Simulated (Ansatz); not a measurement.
Computed with Ansatz.

Basis-set series for FGeH7Si2 (`[F][GeH]([SiH3])[SiH3]`). The species carries charge 0 and has multiplicity 1. The structure was optimised at the PBE0-D4/def2-TZVP level.

```csv
atom,x (Å),y (Å),z (Å)
F1,0.726,-1.632,-1.499
Ge2,-0.312,-0.749,-0.386
Si3,0.813,-0.771,1.721
Si4,-0.628,1.411,-1.354
H5,-1.626,-1.561,-0.346
H6,1.048,-2.167,2.171
H7,-0.042,-0.067,2.715
H8,2.108,-0.056,1.598
H9,0.682,2.104,-1.453
H10,-1.529,2.194,-0.466
H11,-1.240,1.293,-2.701
```

```json
{"functional": "PBE0-D4", "basis": "def2-SVP", "functions": "117", "energy (Eh)": "-2758.94053", "HOMO (eV)": "-7.93", "LUMO (eV)": "-0.78"}
{"functional": "PBE0-D4", "basis": "def2-TZVPP", "functions": "261", "energy (Eh)": "-2759.53523", "HOMO (eV)": "-7.94", "LUMO (eV)": "-0.94"}
{"functional": "ωB97M-V", "basis": "def2-SVP", "functions": "117", "energy (Eh)": "-2759.32795", "HOMO (eV)": "-9.86", "LUMO (eV)": "1.13"}
{"functional": "ωB97M-V", "basis": "def2-TZVPP", "functions": "261", "energy (Eh)": "-2759.92790", "HOMO (eV)": "-9.90", "LUMO (eV)": "0.88"}
```

Question: Give the rows for def2-QZVPP. (Estimate.)

Answer: The calculation gave: 
```tsv
functional	basis	functions	energy (Eh)	HOMO (eV)	LUMO (eV)
PBE0-D4	def2-QZVPP	496	-2759.60576	-7.95	-1.02
ωB97M-V	def2-QZVPP	496	-2759.99562	-9.91	0.71
```

Positive LUMOs are unbound and depend on the basis. Scalar relativity is left out up to krypton.
